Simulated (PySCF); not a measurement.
F3Sc, singlet, geometry from GFN2-xTB (such geometries of metal compounds can be far from the true shape). Base run: PySCF with B3LYP/6-31G**.

Geometry (Å):
```xyz
4

Sc     0.0000     0.0000     0.0000
F     -1.4920    -0.9247     0.0632
F     -0.0010     1.6240    -0.6690
F      1.4929    -0.6994     0.6058
```
Charge 0, spin multiplicity 1.
All else is at PySCF's defaults.

Variants of this job, named by their change:

| change | basis functions | E (Eh) | HOMO (eV) | HOMO-LUMO gap (eV) |
|---|---|---|---|---|
| base | 76 | -1060.43140 | -10.18 | 8.10 |
| basis = cc-pVDZ-DK; relativity = spin-free X2C | 85 | -1064.36909 | -10.81 | 8.21 |
| basis = x2c-TZVPall; relativity = none | 141 | -1059.76035 | -10.95 | 8.35 |
| basis = ANO-RCC-VDZP; relativity = none | 76 | -1059.31085 | -11.15 | 8.28 |
| basis = cc-pVDZ-DK; relativity = spin-free X2C; nucleus = Gaussian (with mol.nucmod = 'G') | 85 | -1064.36756 | -10.81 | 8.21 |
| basis = ANO-RCC-VDZP; relativity = spin-free X2C | 76 | -1064.47359 | -11.14 | 8.27 |
| basis = cc-pVDZ-DK; relativity = none | 85 | -1059.21772 | -10.81 | 8.22 |
| basis = ANO-RCC-VDZP; relativity = spin-free X2C; nucleus = Gaussian (with mol.nucmod = 'G') | 76 | -1064.47205 | -11.14 | 8.27 |
| basis = x2c-TZVPall; relativity = spin-free X2C | 141 | -1064.47622 | -10.94 | 8.34 |
| basis = x2c-TZVPall; relativity = spin-free X2C; nucleus = Gaussian (with mol.nucmod = 'G') | 141 | -1064.47484 | -10.94 | 8.34 |

Totals shift with the method and basis; they matter in differences.

Basis sets contracted for a relativistic Hamiltonian are a mismatch without it, so the rows without relativity aren't non-relativistic limits. No row has spin-orbit coupling; sets with core potentials leave out the core electrons.
